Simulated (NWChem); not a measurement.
Species: SnHI, singlet; SMILES [SnH][I]

Program: NWChem. Low-valent species are run as closed-shell singlets; no triplet was tried in these runs. All runs use the structure optimised with PBE0/def2-SVP. def2 effective core potentials on Sn, I; no spin-orbit coupling. Level B3LYP/def2-SVP: energy and gradient on several grids; changes count from the extra-fine grid, which is no exact limit either.

Problem. Which is the coarsest grid (xcoarse; fine; xfine; medium; coarse) from which on the energy stays within 500 μHa and each gradient component within 500 μHa/bohr of xfine?

Solution. medium.
```
grid     size of the energy change (μHa)  largest change of a gradient component (μHa/bohr)
-------  -------------------------------  -------------------------------------------------
xcoarse                              200                                              10000
coarse                                50                                               1000
medium                              < 10                                                200
fine                                < 10                                               < 30
xfine                               < 10                                               < 30
```
